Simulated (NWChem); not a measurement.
# BAsH$_{2}$F$_{2}$; SMILES [AsH2]B(F)F

```xyz
6

B     -0.0093     1.0228     0.0000
As     0.0304    -1.0132     0.0000
H     -0.9940    -1.1304     1.1164
H     -0.9940    -1.1304    -1.1164
F      0.0287     1.7103    -1.1239
F      0.0287     1.7103     1.1239
```
Atoms are numbered in this order, from 1.

Results from NWChem. Pople sets run with spherical d functions. Coordinates come from a PBE0/def2-SVP optimisation. GIAO values for the isolated, static molecule; σ is the absolute isotropic shielding, δ = σ(reference) − σ with the isolated reference molecule computed at the same levels (11B: boron trifluoride, 19F: trichlorofluoromethane, 1H: tetramethylsilane).

For level PBE/pcSseg-1:

```
Quantity     Result
-----------  ------
σ As2 (ppm)  1885.6
δ F5 (ppm)    -29.7
```

Question: What are these values for level B3LYP/6-31G*?

Answer: 
| Property | Result |
|---|---|
| σ As2 (ppm) | 2008.2 |
| δ F5 (ppm) | -18.3 |
